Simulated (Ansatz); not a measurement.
Job for Ansatz (a quantum-chemistry and plane-wave program): R-B3LYP-D3(BJ)/def2-TZVP on C2H3F3 (SMILES CC(F)(F)F).

Ansatz 0.2 input:
```yaml
crystal:
  periodic: [false, false, false]
  atoms:
    - {symbol: C, position_ang: [0.00000000, 0.00000000, 0.78020000]}
    - {symbol: H, position_ang: [1.02790000, 0.00000000, 1.15180000]}
    - {symbol: H, position_ang: [-0.51390000, 0.89020000, 1.15180000]}
    - {symbol: H, position_ang: [-0.51390000, -0.89020000, 1.15180000]}
    - {symbol: C, position_ang: [0.00000000, 0.00000000, -0.71980000]}
    - {symbol: F, position_ang: [0.62540000, 1.08320000, -1.17200000]}
    - {symbol: F, position_ang: [-1.25080000, 0.00000000, -1.17200000]}
    - {symbol: F, position_ang: [0.62540000, -1.08320000, -1.17200000]}
basis:
  gaussian:
    orbitals: def2-TZVP
hamiltonian:
  xc: b3lyp
  dispersion: d3bj
relax: {f_tol: 0.004, max_steps: 120}
scf: {lower_state_search: off}
```

It printed:

```
WARN ansatz: RAYON_NUM_THREADS=4 ignored (pool sized by the plan → 4); use --threads N
Functional definition: B3LYP
these checks for a lower state are left out or cut short: stability, starts, cluster_reference, orbital_swaps, neighbouring_geometries, increment
integrals: 0.07 GiB planned
960 factors; their error is unknown
mean field: 0.75 GiB planned
mean field evaluation 1: about -10272.7656 eV, gradient 5.8e1 eV
mean field evaluation 2: about -10270.8279 eV, gradient 6.6e1 eV
mean field evaluation 4: about -10278.5948 eV, gradient 2.7e0 eV
mean field evaluation 8: about -10278.6029 eV, gradient 9.4e-2 eV
mean field evaluation 16: about -10278.6153 eV, gradient 2.6e-4 eV
mean field -10278.61533168 eV, -377.7321463435 hartree, gradient 1.9e-6 eV, S^2 0.000000; 0 other end points of the search recorded, 0 dependent functions left out
the calculation of the forces begins
reference -10278.61552142 eV, -377.7321533164 hartree; 21, 21 occupied and 152, 152 virtual orbitals, 960 factors
relax step   1: F+E_penalty+E_count = -10278.79350822 eV  Δ(F+E_penalty+E_count) = +0.000e0 eV  max|allowed force component| = 1.938e0 eV/Å  Δτ_max = 0.0000 Å  (18 SCF iters, accepted)
these checks for a lower state are left out or cut short: stability, starts, cluster_reference, orbital_swaps, neighbouring_geometries, increment
integrals: 0.07 GiB planned
960 factors; their error is unknown
mean field: 0.74 GiB planned
mean field -10278.67221869 eV, -377.7342369024 hartree, gradient 2.5e-6 eV, S^2 0.000000; 0 other end points of the search recorded, 0 dependent functions left out
the calculation of the forces begins
reference -10278.67240785 eV, -377.7342438540 hartree; 21, 21 occupied and 152, 152 virtual orbitals, 960 factors
relax step   2: F+E_penalty+E_count = -10278.84959113 eV  Δ(F+E_penalty+E_count) = -5.608e-2 eV  max|allowed force component| = 5.865e-1 eV/Å  Δτ_max = 0.0248 Å  (20 SCF iters, accepted)
these checks for a lower state are left out or cut short: stability, starts, cluster_reference, orbital_swaps, neighbouring_geometries, increment
integrals: 0.07 GiB planned
960 factors; their error is unknown
mean field: 0.74 GiB planned
mean field evaluation 32: about -10278.6780 eV, gradient 4.7e-1 eV
mean field -10278.67829624 eV, -377.7344602485 hartree, gradient 2.5e-6 eV, S^2 0.000000; 0 other end points of the search recorded, 0 dependent functions left out
the calculation of the forces begins
reference -10278.67848518 eV, -377.7344671917 hartree; 21, 21 occupied and 152, 152 virtual orbitals, 960 factors
relax step   3: F+E_penalty+E_count = -10278.85550554 eV  Δ(F+E_penalty+E_count) = -5.914e-3 eV  max|allowed force component| = 6.979e-2 eV/Å  Δτ_max = 0.0065 Å  (21 SCF iters, accepted)
these checks for a lower state are left out or cut short: stability, starts, cluster_reference, orbital_swaps, neighbouring_geometries, increment
integrals: 0.07 GiB planned
960 factors; their error is unknown
mean field: 0.74 GiB planned
mean field -10278.67830358 eV, -377.7344605182 hartree, gradient 2.5e-6 eV, S^2 0.000000; 0 other end points of the search recorded, 0 dependent functions left out
the calculation of the forces begins
reference -10278.67849244 eV, -377.7344674586 hartree; 21, 21 occupied and 152, 152 virtual orbitals, 960 factors
relax step   4: F+E_penalty+E_count = -10278.85556400 eV  Δ(F+E_penalty+E_count) = -5.846e-5 eV  max|allowed force component| = 2.199e-2 eV/Å  Δτ_max = 0.0018 Å  (22 SCF iters, accepted)
these checks for a lower state are left out or cut short: stability, starts, cluster_reference, orbital_swaps, neighbouring_geometries, increment
integrals: 0.07 GiB planned
960 factors; their error is unknown
mean field: 0.74 GiB planned
mean field -10278.67834081 eV, -377.7344618864 hartree, gradient 2.5e-6 eV, S^2 0.000000; 0 other end points of the search recorded, 0 dependent functions left out
the calculation of the forces begins
reference -10278.67852970 eV, -377.7344688278 hartree; 21, 21 occupied and 152, 152 virtual orbitals, 960 factors
relax step   5: F+E_penalty+E_count = -10278.85557626 eV  Δ(F+E_penalty+E_count) = -1.226e-5 eV  max|allowed force component| = 9.769e-4 eV/Å  Δτ_max = 0.0006 Å  (22 SCF iters, accepted)
these checks for a lower state are left out or cut short: stability, starts, cluster_reference, orbital_swaps, neighbouring_geometries, increment
integrals: 0.07 GiB planned
960 factors; their error is unknown
mean field: 0.74 GiB planned
mean field -10278.67601315 eV, -377.7343763465 hartree, gradient 2.5e-6 eV, S^2 0.000000; 0 other end points of the search recorded, 0 dependent functions left out
the calculation of the forces begins
reference -10278.67620219 eV, -377.7343832936 hartree; 21, 21 occupied and 152, 152 virtual orbitals, 960 factors
relax step   6: F+E_penalty+E_count = -10278.85324160 eV  Δ(F+E_penalty+E_count) = +2.335e-3 eV  max|allowed force component| = 6.956e-2 eV/Å  Δτ_max = 0.0237 Å  (21 SCF iters, rejected (line search))
relax step   7: F+E_penalty+E_count = -10278.85557626 eV  Δ(F+E_penalty+E_count) = +0.000e0 eV  max|allowed force component| = 9.769e-4 eV/Å  Δτ_max = 0.0000 Å  (22 SCF iters, accepted)
Total energy: -10278.85576514 eV, -377.7409821103 hartree
Atom 0 at     0.000011     0.000000     0.804220 Å, force    -0.000024    -0.000000     0.000204 eV/Å
Atom 1 at     1.027213    -0.000000     1.163677 Å, force    -0.000215     0.000000    -0.000209 eV/Å
Atom 2 at    -0.513567     0.889575     1.163733 Å, force     0.000118    -0.000189    -0.000180 eV/Å
Atom 3 at    -0.513567    -0.889575     1.163733 Å, force     0.000118     0.000189    -0.000180 eV/Å
Atom 4 at    -0.000001    -0.000000    -0.697276 Å, force    -0.000015     0.000000     0.000763 eV/Å
Atom 5 at     0.626765     1.085584    -1.199423 Å, force    -0.000479    -0.000831    -0.000127 eV/Å
Atom 6 at    -1.253517    -0.000000    -1.199443 Å, force     0.000977     0.000000    -0.000145 eV/Å
Atom 7 at     0.626765    -1.085584    -1.199423 Å, force    -0.000479     0.000831    -0.000127 eV/Å
Dipole moment:     0.000001     0.000000     0.487203 e Å
Checks for a lower state left out: stability, starts, cluster_reference, orbital_swaps, neighbouring_geometries, increment
```

The calculation finished and met its thresholds.

Cost: very roughly 30 core-seconds.
